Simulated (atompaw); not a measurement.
## Pseudopotential generation for Zr: PAW (atompaw), PBEsol, scalar-relativistic.

zirconium (Zr), PAW, made with atompaw 4.2.0.5 (PBEsol, scalar-relativistic). Core [Kr], reference 4d2 5s2 5p0. Waves: 5s (bound): rc 3.00 bohr; 5s channel at 3.8 Ry: rc 3.00 bohr; 5p (bound, empty): rc 3.00 bohr; 5p channel at 0.3 Ry: rc 3.00 bohr; 4d (bound): rc 2.65 bohr; 4d channel at 0.45 Ry: rc 3.00 bohr; 4f channel at -0.1 Ry: rc 3.00 bohr; 4f channel at 0.8 Ry: rc 3.00 bohr. Local part: ultrasoft scheme with l = 4 at 0.5 Ry, radius 2.70 bohr. Core correction: smooth core density matched at 1.85 bohr. Augmentation charge: gaussian compensation charge, radius 2.12 bohr; PAW radius 3.00 bohr; waves and projectors: custom rrkj vanderbiltortho.

All-electron outer shells of the reference configuration (PBEsol, scalar-relativistic, ld1.x):

```json
{"shell": "4s", "level (eV)": "-54.46", "outermost node (bohr)": "0.55", "outermost maximum (bohr)": "1.08"}
{"shell": "4p", "level (eV)": "-32.43", "outermost node (bohr)": "0.56", "outermost maximum (bohr)": "1.17"}
{"shell": "5s", "level (eV)": "-4.46", "outermost node (bohr)": "1.47", "outermost maximum (bohr)": "3.15"}
{"shell": "4d", "level (eV)": "-3.61", "outermost node (bohr)": "0.58", "outermost maximum (bohr)": "1.61"}
{"shell": "5p", "level (eV)": "-1.45", "outermost node (bohr)": "1.70", "outermost maximum (bohr)": "4.10"}
```

Estimate the cutoffs (Ry, on a coarse ladder) from which the occupation-weighted sum of valence levels, in a spherical-Bessel basis at the reference potential, stays within 10 and 1 mRy of its value at 400 Ry.

12 Ry and 15 Ry.

What does a ghost test show?

Ghost state, extra bound levels that the all-electron valence spectrum of the same l lacks: p at -14.5 eV. A true bound ghost makes a file unfit for plane-wave use.

Is the overlap operator S = 1 + Σ q|β⟩⟨β| positive definite (Bessel basis up to 400 Ry)?

Yes: its lowest eigenvalue is 0.44 (d channel).

Which valence shell sets the plane-wave cutoff?

4d: its level needs 15 Ry to come within 1 mRy, against 6 Ry for 5s.
